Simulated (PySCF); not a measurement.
# Energy of Cd (cadmium, neutral) between two integer charges

The 5s beta orbital of [Kr] 4d10 5s2 is emptied in steps (occupation f), with all orbitals relaxed, ending at [Kr] 4d10 5s1. Computed with PySCF 2.14 in aug-cc-pVTZ-PP with ECP28MDF, with a scalar-relativistic core potential. The exact energy is a straight line in f; departures are measured from the line between the end points of the same method.

```tsv
f	UHF (eV)	LDA (eV)	PBE (eV)
1	0.000	0.000	0.000
0.9	0.026	-0.314	-0.307
0.7	0.059	-0.736	-0.722
0.5	0.067	-0.881	-0.866
0.3	0.054	-0.743	-0.732
0.1	0.022	-0.320	-0.315
0	0.000	0.000	0.000
```

```json
{"method": "UHF", "E(f=0) − E(f=1) (eV)": "7.346", "−ε at f=1 (eV)": "7.647", "−ε at f=0.5 (eV)": "7.332"}
{"method": "LDA", "E(f=0) − E(f=1) (eV)": "9.497", "−ε at f=1 (eV)": "6.024", "−ε at f=0.5 (eV)": "9.476"}
{"method": "PBE", "E(f=0) − E(f=1) (eV)": "9.118", "−ε at f=1 (eV)": "5.716", "−ε at f=0.5 (eV)": "9.089"}
```

Orbital energy along the path (eV):

| f | UHF | LDA | PBE |
| --- | --- | --- | --- |
| 1 | -7.647 | -6.024 | -5.716 |
| 0.9 | -7.574 | -6.700 | -6.374 |
| 0.7 | -7.444 | -8.075 | -7.716 |
| 0.5 | -7.332 | -9.476 | -9.089 |
| 0.3 | -7.233 | -10.897 | -10.491 |
| 0.1 | -7.144 | -12.333 | -11.914 |
| 0 | -7.102 | -13.056 | -12.613 |

Reference removal energy between the ground levels: 8.994 eV (measured; NIST Atomic Spectra Database, ionization energies). UHF lacks correlation.
